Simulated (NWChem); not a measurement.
System: diboron tetrafluoride (B2F4); SMILES FB(F)B(F)F

```xyz
6

F     -0.7934     0.7934     1.5528
B      0.0000     0.0000     0.8612
F      0.7934    -0.7934     1.5528
B      0.0000     0.0000    -0.8612
F      0.7934     0.7934    -1.5528
F     -0.7934    -0.7934    -1.5528
```
Atoms are numbered in this order, from 1.

Program: NWChem. Structure relaxed at the PBE0/def2-SVP level. Total energies compare along this basis series because the functional is fixed.

```tsv
level	basis functions	energy (Ha)	highest occupied level (eV)	orbital gap (eV)
PBE0/STO-3G	30	-442.5050	-4.75	8.53
PBE0/def2-SVP	84	-448.5091	___	9.19
PBE0/def2-SVPD	132	-448.5331	-10.20	9.19
PBE0/def2-TZVP	186	-449.0525	-10.03	9.16
PBE0/def2-TZVPD	234	-449.0539	-10.06	9.15
PBE0/def2-TZVPP	186	-449.0525	-10.03	9.16
```

Q: What belongs in the gaps?

A: 
- PBE0/def2-SVP, highest occupied level (eV): -9.88
